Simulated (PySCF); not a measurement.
A GIAO shielding run with PySCF 2.14 (density fitting, non-relativistic, gas phase) on `InChI=1S/C5H10SSi/c1-4-2-5(3-4)6-7/h2,4H,3H2,1,7H3/t4-/m1/s1`:

```
{"job": {"kind": "nmr", "xc": "PBE0", "basis": "pcSseg-1"}, "charge": 0, "multiplicity": 1}
C     -2.339154     0.976606    -0.127320
C     -1.446105    -0.057671     0.537328
C      0.021508     0.292416     0.619411
C      0.390411    -0.723221    -0.163399
S      1.891733    -1.349177    -0.796093
Si     3.304742     0.088479    -0.048541
C     -1.006026    -1.244081    -0.366322
H     -3.322674     0.556193    -0.325836
H     -2.457500     1.845224     0.516977
H     -1.901434     1.302407    -1.068278
H     -1.880691    -0.377423     1.487743
H      0.544405     1.082822     1.124895
H      4.557439    -0.407834    -0.590069
H      3.260194     0.061590     1.407579
H      2.937075     1.400005    -0.567056
H     -1.190596    -2.237335     0.038220
H     -1.370325    -1.196969    -1.390225
```

Hardware: 1 thread of an Arm Neoverse V2, shared host. The job also computes population analyses, field gradients, ring-centre shieldings.

Task: How large is the calculation?

Result: 70 electrons, 183 basis functions and 993 auxiliary functions.

Task: How long does it take?

Result: 40 s of wall time, with 14 SCF cycles and 5 response iterations. Times on a shared host scatter by some tens of per cent.
